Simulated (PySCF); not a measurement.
Telling isomers of C$_{9}$H$_{9}$P apart by NMR

How the numbers were obtained: NMR shieldings at PBE0/pcSseg-1/GIAO, GFN2-xTB structure, in PySCF (gas phase, one averaged value for each set of equivalent atoms, no relativistic terms, single conformer).

References, each an isolated molecule treated in the same way: ¹H (σ = 31.72 ppm), ¹³C (σ = 186.93 ppm) against TMS. Splittings of carbon signals by F and P are missing where no couplings were computed. Where no couplings were computed, multiplicities follow the n + 1 count of equivalent neighbours, and m marks all less simple cases (inequivalent or close neighbours, rings, F or P nearby). Shifts are as computed. Against solution values, carbons near 30 ppm lie about +3 ppm off and those near 130 ppm about +5 ppm. Of 1211 compounds with measured shifts, 218 miss one by over three times the rms of a fit or turn the order of signals round; such compounds aren't used in these exercises.

(1) Tabulate the signals of `Cc1cc2ccccc2[pH]1`, `C#Cc1ccc(CC)cp1`, `Cp1ccc2ccccc21`, `C#Cc1pcc(C)cc1C` and their relative energies.

(2) What is the quickest way to tell C#Cc1ccc(CC)cp1 from Cp1ccc2ccccc21?

(3) What is the quickest way to tell Cc1cc2ccccc2[pH]1 from C#Cc1ccc(CC)cp1?

(4) What is the quickest way to tell C#Cc1ccc(CC)cp1 from C#Cc1pcc(C)cc1C?

Answers

(1) 
| SMILES | carbon types | δC | δH | E rel. (kcal/mol) |
| --- | --- | --- | --- | --- |
| Cc1cc2ccccc2[pH]1 | 3×C 5×CH 1×CH3 | 155.8, 153.9, 147.5, 143.5, 135.7, 133.1, 129.7, 127.9, 21.9 | 7.97 (m, 1H), 7.74 (m, 1H), 7.61 (m, 1H), 7.42 (m, 1H), 7.29 (m, 1H), 5.09 (m, 1H), 2.52 (m, 3H) | 1.0 |
| C#Cc1ccc(CC)cp1 | 3×C 4×CH 1×CH2 1×CH3 | 164.3, 156.3, 154.8, 146.6, 134.9, 95.3, 90.5, 38.8, 22.3 | 8.98 (m, 1H), 8.34 (m, 1H), 7.57 (m, 1H), 3.51 (s, 1H), 2.72 (q, 2H), 1.27 (t, 3H) | 46.5 |
| Cp1ccc2ccccc21 | 2×C 6×CH 1×CH3 | 155.9, 150.4, 148.6, 145.7, 134.5, 133.0, 130.7, 129.7, 16.9 | 7.96 (m, 1H), 7.89 (m, 1H), 7.64 (m, 1H), 7.53 (m, 1H), 7.52 (m, 1H), 7.09 (m, 1H), 1.33 (m, 3H) | 0.0 |
| C#Cc1pcc(C)cc1C | 4×C 3×CH 2×CH3 | 162.1, 154.5, 154.2, 147.7, 137.4, 101.8, 88.7, 28.1, 27.8 | 8.76 (m, 1H), 7.49 (m, 1H), 3.86 (s, 1H), 2.72 (s, 3H), 2.61 (s, 3H) | 43.8 |

Energies are electronic energies at PBE0/pcSseg-1 on these geometries, without zero-point or thermal terms, each for the one conformer computed, which needn't be the lowest.

(2) Both give the same number of carbon signals, but DEPT or the intensities differ. The first has an sp3 CH2 on an aromatic ring at 38.8 ppm, the second a methyl carbon bonded to P (CH3) at 16.9 ppm. Their most deshielded carbons lie at 164.3 and 155.9 ppm. In the proton spectra the most deshielded non-exchanging signals are 8.98 (m, 1H) and 7.96 (m, 1H).

(3) Both give the same number of carbon signals, but DEPT or the intensities differ. The first has a ring-fusion aromatic carbon (C) at 147.5 ppm, the second an sp3 CH2 on an aromatic ring at 38.8 ppm. Their most deshielded carbons lie at 155.8 and 164.3 ppm. In the proton spectra the most deshielded non-exchanging signals are 7.97 (m, 1H) and 8.98 (m, 1H).

(4) Both give the same number of carbon signals, but DEPT or the intensities differ. The first has an sp3 CH2 on an aromatic ring at 38.8 ppm, the second a substituted aromatic carbon (C) at 147.7 ppm. Their most deshielded carbons lie at 164.3 and 162.1 ppm.
